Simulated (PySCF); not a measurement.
# Spin-rotation constants: `CC[C@H](F)CC(=O)NC`, C₆H₁₂FNO

Geometry:
| atom | x (Å) | y (Å) | z (Å) |
| --- | --- | --- | --- |
| C1 | -2.938 | -0.435 | 0.615 |
| C2 | -2.293 | 0.287 | -0.563 |
| C3 | -0.773 | 0.141 | -0.603 |
| F4 | -0.461 | -1.199 | -0.813 |
| C5 | -0.068 | 0.608 | 0.671 |
| C6 | 1.433 | 0.771 | 0.440 |
| O7 | 1.973 | 1.855 | 0.391 |
| N8 | 2.090 | -0.398 | 0.301 |
| C9 | 3.500 | -0.463 | 0.007 |
| H10 | -2.657 | 0.023 | 1.559 |
| H11 | -4.020 | -0.394 | 0.525 |
| H12 | -2.635 | -1.480 | 0.627 |
| H13 | -2.531 | 1.350 | -0.532 |
| H14 | -2.690 | -0.122 | -1.495 |
| H15 | -0.370 | 0.672 | -1.475 |
| H16 | -0.244 | -0.114 | 1.469 |
| H17 | -0.470 | 1.578 | 0.962 |
| H18 | 1.567 | -1.259 | 0.265 |
| H19 | 4.015 | -1.079 | 0.746 |
| H20 | 3.889 | 0.553 | 0.046 |
| H21 | 3.675 | -0.878 | -0.988 |

Level of theory: GIAO B3LYP/pcSseg-1 magnetisability, rotational g tensor and spin-rotation constants, non-relativistic, gas phase in PySCF. Geometry: GFN2-xTB.

(1) Give the nuclear spin-rotation constants along the inertial axes (H = +C I·J) beside the isotropic shieldings.

Results:

(1) Rotational constants 3.2785, 0.8421, 0.7436 GHz. A star marks the isotopologue with that one atom substituted, in its own axes.
```tsv
atom	isotope	Caa (kHz)	Cbb (kHz)	Ccc (kHz)	mean (kHz)	σ (ppm)
F4	19F	1.851	0.393	0.339	0.861	385.7
N8	14N	0.341	0.060	0.052	0.151	140.5
H10	1H	-0.307	-0.051	-0.038	-0.132	30.9
H11	1H	0.074	-0.095	-0.085	-0.035	30.9
H12	1H	-0.341	-0.001	-0.070	-0.137	30.6
H13	1H	-0.343	0.011	-0.080	-0.137	30.4
H14	1H	-0.228	-0.051	-0.041	-0.106	29.7
H15	1H	-0.233	-0.099	0.040	-0.097	26.8
H16	1H	-0.353	-0.091	0.024	-0.140	29.3
H17	1H	-0.331	0.022	-0.089	-0.133	30.0
H18	1H	-0.166	-0.009	-0.077	-0.084	26.9
H19	1H	-0.261	-0.069	-0.013	-0.114	29.4
H20	1H	-0.163	-0.002	-0.068	-0.078	27.4
H21	1H	-0.359	-0.028	-0.026	-0.138	29.3
C1	13C*	0.450	0.114	0.095	0.220	173.9
C2	13C*	0.533	0.139	0.144	0.272	147.4
C3	13C*	0.980	0.172	0.227	0.460	84.0
C5	13C*	0.604	0.145	0.166	0.305	135.2
C6	13C*	1.558	0.352	0.189	0.700	9.8
O7	17O*	-1.504	-0.491	-0.087	-0.694	-75.3
C9	13C*	0.455	0.161	0.113	0.243	155.3
```
For the geometry as given, no vibrational averaging.
